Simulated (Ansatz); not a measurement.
Spectroscopic constants of HfH, multiplicity 4 (an upper state: multiplicity 2 came lower at CCSD(T)/def2-TZVPP on PBE0 minima). No spin–orbit coupling.

The constants come from a fifth-degree fit in 1/R (seven points, main isotopes). In def2 and cc sets the state is the lowest found near the PBE0 minimum, followed along R.

Codes used: Ansatz (Gaussian orbitals).  In def2 rows elements past Kr take small-core potentials, without spin–orbit coupling.

Energies at PBE/def2-TZVPP:

```
R (Å)      E (hartree)
--------  ------------
1.734001  -48.45391347
1.780614  -48.45601451
1.823498  -48.45705545
1.871975  -48.45735867
1.920453  -48.45688023
1.976388  -48.45552690
2.041646  -48.45307919
```

With a reduced mass of 1.0022 u, find the minimum, the force constant and the constants.

A fifth-degree polynomial in 1/R puts the minimum at r_e = 1.8652 Å with force constant 148 N/m. Then ω_e = (1/2πc)√(k/μ) = 1585 cm⁻¹ and B_e = h/(8π²cμr_e²) = 4.835 cm⁻¹; the cubic and quartic terms give α_e = 0.12 and ω_e x_e = 24 cm⁻¹.

Ansatz is a program for electronic structure.
